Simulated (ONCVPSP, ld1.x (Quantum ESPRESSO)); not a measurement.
Potentials for N (Z = 7) compared

Generated with ld1.x 7.5 (TM, RRKJ, ultrasoft, PAW), atompaw 4.2 or ONCVPSP 4.0.1. The cutoff is in Ry: for ld1.x and atompaw files where the sum of valence levels is converged to 10 mRy in a Bessel basis, for ONCV files where the hardest occupied wave has 1 mHa per electron of residual kinetic energy. The error is the largest all-electron minus pseudo excitation energy over each file’s own four to seven test configurations (ionisations up to +4, promotions, holes and added fractions of an electron), all of which were solved. The labels leave out finer settings (local radius, basis sizes, second energies), which also bear on the numbers. Spin-polarised tests are not counted. The rows are a selection from randomly drawn settings: files with unsolved tests, undetermined cutoffs or missed reference levels are left out.

A true bound ghost makes a file unfit for plane-wave use even where its test errors are small: the radial tests pick states by their node count and pass the ghost by.

```csv
potential,cutoff (Ry),largest error (meV),bound ghosts
"ONCV, LDA (Perdew-Wang 92), scalar-relativistic, rc 0.95/1.50/1.55 (spd), local smoothed, core correction yes, reference 2s2 2p1, qcut 7.3/7.3/5.9, projectors 1/2/1",52,+424,none
"ONCV, BLYP, scalar-relativistic, rc 0.95/1.65 (sp), local smoothed, core correction yes, reference 2s2 2p2.5, qcut 5.7/6.5, projectors 2/2",198,+280,none
"ONCV, LDA (Perdew-Zunger), scalar-relativistic, rc 1.05/1.25 (sp), local s, core correction yes, reference 2s2 2p3, qcut 5.2/7.9, projectors 0/1",219,+465,none
"TM, PBEsol, scalar-relativistic, rc 0.85/1.75/1.55 (spd), local smoothed, core correction yes, reference 2s2 2p3",55,+1596,none
"ultrasoft, LDA (PZ), non-relativistic, rc 0.75/1.45/1.20 (spd), local smoothed, core correction no, reference 2s2 2p2.75",55,+406,none
"ONCV, PBE, scalar-relativistic, rc 0.75/1.25 (sp), local smoothed, core correction no, reference 2s1.5 2p3.5, qcut 8/7.4, projectors 2/2",58,+147,none
```

(1) Fill in the row for N: TM, PBE, scalar-relativistic, rc 1.00/1.25 (sp), local p, core correction no, reference 2s1.75 2p3.25.

(2) Fill in the row for N: ONCV, PBE, non-relativistic, rc 0.85/2.05 (sp), local smoothed, core correction yes, reference 2s2 2p1.5, qcut 7.8/7.8, projectors 2/3.

(3) Fill in the row for N: RRKJ, BLYP, scalar-relativistic, rc 0.90/1.75 (sp), local s, core correction yes, reference 2s2 2p2.

Answers

(1) cutoff 70 Ry, largest error +831 meV, bound ghosts: none.

(2) cutoff 61 Ry, largest error +346 meV, bound ghosts: p.

(3) cutoff 55 Ry, largest error +929 meV, bound ghosts: none.
